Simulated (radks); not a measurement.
Task: Valence configurations of the zirconium ion Zr+ (all share [Kr]). Calculated with a radial shooting solver on a logarithmic mesh with Libxc functionals: Dirac Kohn-Sham, LDA (Slater exchange, Perdew-Wang correlation), spin-unpolarised, spherical densities, point nucleus; open shells are shared between the two j in proportion to 2j + 1. Order these by energy: 4d1.5 5s1.5; 4d3; 5s2 5p1; 4d2 5p1; 4d1 5s1.5 5p0.5; 4d1 5s1 5p1; 4d2 5s0.5 5p0.5; 4d2.5 5s0.5; 4d1 5s2; 4d2 5s1.

Result: From the lowest, in eV above it: 4d2 5s1 0.000; 4d1.5 5s1.5 0.106; 4d2.5 5s0.5 0.126; 4d3 0.454; 4d1 5s2 0.474; 4d2 5s0.5 5p0.5 1.895; 4d1 5s1.5 5p0.5 2.526; 4d2 5p1 3.807; 4d1 5s1 5p1 4.600; 5s2 5p1 6.571. NIST lists [Kr] 4d2 5s1 as the ground configuration; this level of theory agrees among the configurations tried. The energies are those of spherical spin-averaged densities, not of single terms.
